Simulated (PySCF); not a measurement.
This PySCF input asks for the NMR shieldings of `InChI=1S/C2H12N2SSi3/c5-8-2-1-7(3-6)4-8/h3-5,7-8H,1-2H2,6H3/t7-,8-/m0/s1`; the geometry comes from GFN2-xTB.

```python
import basis_set_exchange as bse
import numpy as np
from pyscf import gto, dft
from pyscf.prop import nmr

atoms = """
Si    3.193314    0.817482   -0.432747
N     1.687560    0.031917   -0.773361
Si    0.637889   -0.767028    0.342953
C    -0.803907   -1.629390   -0.541163
C    -2.006378   -0.683160   -0.597457
Si   -2.026654    0.306799    1.020269
S    -2.810142    2.308210    0.860044
N    -0.326256    0.328261    1.293318
H     3.029757    1.805017    0.638403
H     4.161635   -0.197661   -0.013804
H     3.586277    1.460340   -1.686924
H     1.320293    0.172337   -1.699990
H     1.443842   -1.599865    1.232151
H    -1.077814   -2.507817    0.043013
H    -0.550125   -1.989204   -1.538338
H    -1.893790   -0.005312   -1.446703
H    -2.928527   -1.239560   -0.767674
H    -2.801558   -0.275439    2.111302
H    -1.931836    2.746880   -0.029111
H     0.091271    0.927872    1.982781
"""
names = dict.fromkeys(["Si", "N", "C", "S", "H"], "pcSseg-1")
basis = {el: gto.basis.parse(bse.get_basis(n, elements=[el], fmt="nwchem")) for el, n in names.items()}
mol = gto.M(atom=atoms, basis=basis, charge=0, verbose=0)
mf = dft.RKS(mol, xc="PBE0")
mf.grids.level = 2
mf.grids.alignment = dft.numint.BLKSIZE   # the property module wants whole blocks of grid points
mf.conv_tol = 1e-9
mf.kernel()

calc = nmr.RKS(mf)   # GIAO
C = mf.mo_coeff
Co = C[:, mf.mo_occ > 0]
resp = mf.gen_response(singlet=True, hermi=2)
def vind(x):   # induced exchange potential for any number of trial vectors
    d = np.einsum("pi,xij,qj->xpq", C, 2 * x.reshape(-1, C.shape[1], Co.shape[1]), Co, optimize=True)
    return np.einsum("xpq,pi,qj->xij", resp(d - d.transpose(0, 2, 1)), C, Co, optimize=True).ravel()
mo1, _ = nmr.rhf.solve_mo1(calc, with_cphf=vind)
sigma = calc.kernel(mo1)
for i, s in enumerate(sigma):   # ppm
    print("%2d %-2s %9.2f" % (i, mol.atom_pure_symbol(i), np.trace(s) / 3))
```

Question: Give the expected output.

Answer: 
```
 0 Si    408.94
 1 N     245.33
 2 Si    367.86
 3 C     176.68
 4 C     172.40
 5 Si    346.43
 6 S     699.14
 7 N     206.62
 8 H      26.96
 9 H      26.88
10 H      27.03
11 H      31.36
12 H      26.72
13 H      30.91
14 H      30.79
15 H      31.02
16 H      30.41
17 H      26.37
18 H      31.38
19 H      30.46
```

These numbers come from an equivalent density-fitted implementation of the same equations, which agrees with the script to about 0.01 ppm for H and up to a few tenths of a ppm for heavy atoms, so last digits may differ.

Question: Turn these shieldings into chemical shifts. δ = σ(ref) − σ, references computed at the same level: ²⁹Si (σ = 349.16 ppm) and ¹³C (σ = 186.93 ppm) and ¹H (σ = 31.72 ppm) vs TMS; NH3 for ¹⁵N (σ = 267.73 ppm); ³³S (σ = 503.73 ppm) vs CS2.

Answer: Averaging equivalent atoms: Si 5: 2.7; Si 2: -18.7; Si 0: -59.8; N 7: 61.1; N 1: 22.4; C 4: 14.5; C 3: 10.2; S 6: -195; H 17: 5.35; H 12: 4.99; H 8/9/10: 4.76; H 16: 1.31; H 19: 1.25; H 14: 0.93; H 13: 0.81; H 15: 0.70; H 11: 0.36; H 18: 0.34 ppm. Experimental scales use liquid or dissolved standards, which lie at an offset from isolated NH3 (liquid NH3: subtract about 20 ppm).

Size and cost of the density-fitted run: 224 basis functions, 88 s wall time on 1 thread of an Arm Neoverse N1, shared host; peak memory 1.1 GiB.
